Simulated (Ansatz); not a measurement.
Ag3Cl4⁻, relaxed as a singlet with RKS PBE-D4/def2-SVPD in Ansatz, starting from the GFN1-xTB geometry. Force threshold 0.02 eV/Å.

In the def2 sets Ag takes a core potential; there is no spin–orbit coupling. The relaxation made no stability test and no search for a lower SCF solution. No other spin state of charge -1 was run. The structure comes from a short search, and lower isomers may exist.

Start:

```xyz
7

Ag    3.698    0.384    0.709
Ag   -3.460   -0.397   -0.279
Ag   -0.743    0.059   -1.037
Cl    5.969    0.796    1.250
Cl    1.409   -0.077    0.006
Cl   -2.699    0.225   -2.517
Cl   -4.175   -0.990    1.867
```

Task: Estimate the energy that the relaxation releases and the steps that it takes.

Result: 7.0 kcal/mol, in 18 steps; 50 s on 4 threads of Arm Neoverse V2 on a shared host. No frequencies were taken in this run, so the end may be a saddle point.

Task: Does the start keep its bonding?

Result: By distances, no bond broke or formed, bridged metal pairs apart. The bond that changes most is Ag3–Cl6, from 2.46 to 2.41 Å (atoms count from 1). Metal–metal contacts that move far: Ag1–Ag3 4.78 to 3.02 Å.

Task: Predict the relaxed structure.

Result: 
```tsv
atom	x (Å)	y (Å)	z (Å)
Ag1	2.959	0.134	0.454
Ag2	-2.971	-0.054	-0.392
Ag3	0.031	-0.220	-0.174
Cl4	4.563	1.567	-0.460
Cl5	1.362	-1.382	1.463
Cl6	-1.289	0.893	-1.855
Cl7	-4.655	-0.937	0.964
```
Bond lengths (bridged metal pairs left out): 6 × Ag–Cl 2.34 to 2.42 Å.
